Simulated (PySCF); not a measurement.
**Simulated absorption spectrum**

Species: C3H4O2SSi.
SMILES: `O=C1OC=C([SiH3])S1`

Computed, not measured: PySCF, TDDFT B3LYP/def2-SVPD, vertical, gas phase, core orbitals frozen in the response. Isolated species at its GFN2-xTB geometry, gas phase.

Computed states:

| state | E (eV) | f |
| --- | --- | --- |
| S1 | 5.14 | 0.0002 |
| S2 | 5.42 | 0.109 |
| S3 | 5.88 | 0.054 |
| S4 | 5.89 | 0.0003 |
| S5 | 5.94 | 0.0008 |
| S6 | 6.18 | 0.0009 |
| S7 | 6.44 | 0.0026 |
| S8 | 6.50 | 0.0000 |

Each state is given a Gaussian of 0.5 eV full width at half maximum, with ε(max) = 2.175×10⁸ f / Δν̃ (Δν̃ the width in cm⁻¹). The width is an assumption, not a result. The curve ends short of the highest state used, and states not computed would add to its high-energy end.

(1) What does the envelope look like, and where are its maxima?

(2) Coming from long wavelengths, where does ε first pass 100 L mol⁻¹ cm⁻¹?

(3) On this curve, what absorbance would a 10⁻⁴ mol/L sample give at 254 nm over a 1 cm path?

Answers

(1) 
λ (nm), ε (L mol⁻¹ cm⁻¹) and a bar:
```
    210.0       3428 ################
    211.3       3647 ##################
    212.6       3844 ##################
    214.0       4047 ###################
    215.3       4242 ####################
    216.6       4457 #####################
    217.9       4697 #######################
    219.2       4963 ########################
    220.5       5245 #########################
    221.8       5528 ###########################
    223.2       5811 ############################
    224.5       6028 #############################
    225.8       6180 ##############################
    227.1       6249 ##############################
    228.4       6222 ##############################
    229.7       6095 #############################
    231.1       5850 ############################
    232.4       5532 ###########################
    233.7       5143 #########################
    235.0       4700 #######################
    236.3       4224 ####################
    237.6       3734 ##################
    239.0       3212 ###############
    240.3       2747 #############
    241.6       2315 ###########
    242.9       1922 #########
    244.2       1574 ########
    245.5       1271 ######
    246.8       1013 #####
    248.2        782 ####
    249.5        607 ###
    250.8        465 ##
    252.1        353 ##
    253.4        265 #
    254.7        197 #
    256.1        141 #
    257.4        103 
    258.7         74 
    260.0         53 
    261.3         37 
    262.6         26 
    263.9         18 
    265.3         12 
    266.6          8 
    267.9          6 
    269.2          4 
    270.5          3 
    271.8          2 
    273.2          1 
    274.5          1 
    275.8          1 
    277.1          0 
    278.4          0 
    279.7          0 
    281.1          0 
    282.4          0
```

Maxima: 227 nm (5.45 eV), ε about 6300, made up of S2 (94%) (ε in L mol⁻¹ cm⁻¹; maxima over ε = 5, shares over 10%).

(2) At about 257 nm (4.82 eV), 0.33 eV below S1.

(3) 254 nm is 4.881 eV, where ε is about 230 L mol⁻¹ cm⁻¹, so A = ε c l ≈ 0.023 (Beer–Lambert, with the gas-phase spectrum and the assumed width).
